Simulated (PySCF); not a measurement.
**Fractional electron number in Sb⁺ (antimony, charge +1)**

The 5p alpha orbital of [Kr] 4d10 5s2 5p2 is emptied in steps (occupation f), with all orbitals relaxed, ending at [Kr] 4d10 5s2 5p1. All numbers are calculated (PySCF 2.14, scalar relativity through the core potential, in def2-TZVP with the def2 core potential (28 electrons)). The exact energy is a straight line in f; departures are measured from the line between the end points of the same method.

```csv
f,UHF (eV),LDA (eV),PBE (eV),PBE0 (eV),r2SCAN (eV),LC-wPBE (eV),BHandHLYP (eV),wB97X (eV),B3LYP (eV),BLYP (eV)
1,0.000,0.000,0.000,0.000,0.000,0.000,0.000,0.000,0.000,0.000
0.75,0.072,-0.759,-0.734,-0.532,-0.690,-0.048,-0.353,-0.109,-0.594,-0.755
0.5,0.094,-1.015,-0.979,-0.707,-0.908,-0.060,-0.471,-0.149,-0.793,-1.009
0.25,0.069,-0.762,-0.733,-0.528,-0.668,-0.041,-0.354,-0.115,-0.594,-0.758
0,0.000,0.000,0.000,0.000,0.000,0.000,0.000,0.000,0.000,0.000
```

| method | E(f=0) − E(f=1) (eV) | −ε at f=1 (eV) | −ε at f=0.5 (eV) |
| --- | --- | --- | --- |
| UHF | 16.009 | 16.397 | 16.002 |
| LDA | 16.654 | 12.622 | 16.645 |
| PBE | 16.465 | 12.556 | 16.469 |
| PBE0 | 16.530 | 13.685 | 16.543 |
| r2SCAN | 16.651 | 12.939 | 16.711 |
| LC-wPBE | 16.623 | 16.351 | 16.643 |
| BHandHLYP | 16.420 | 14.537 | 16.419 |
| wB97X | 16.309 | 15.740 | 16.292 |
| B3LYP | 16.509 | 13.348 | 16.508 |
| BLYP | 16.300 | 12.290 | 16.292 |

Orbital energy along the path (eV):

```
   f      UHF      LDA      PBE     PBE0   r2SCAN  LC-wPBE  BHandHLYP    wB97X    B3LYP     BLYP
   1  -16.397  -12.622  -12.556  -13.685  -12.939  -16.351    -14.537  -15.740  -13.348  -12.290
0.75  -16.195  -14.618  -14.505  -15.116  -14.840  -16.506    -15.476  -16.008  -14.921  -14.277
 0.5  -16.002  -16.645  -16.469  -16.543  -16.711  -16.643    -16.419  -16.292  -16.508  -16.292
0.25  -15.820  -18.686  -18.427  -17.950  -18.485  -16.751    -17.362  -16.601  -18.097  -18.320
   0  -15.646  -20.713  -20.363  -19.325  -20.145  -16.807    -18.310  -16.943  -19.674  -20.340
```

Reference removal energy between the ground levels: 16.626 ± 0.025 eV (measured; NIST Atomic Spectra Database, ionization energies). The calculation has no spin-orbit coupling. UHF lacks correlation.
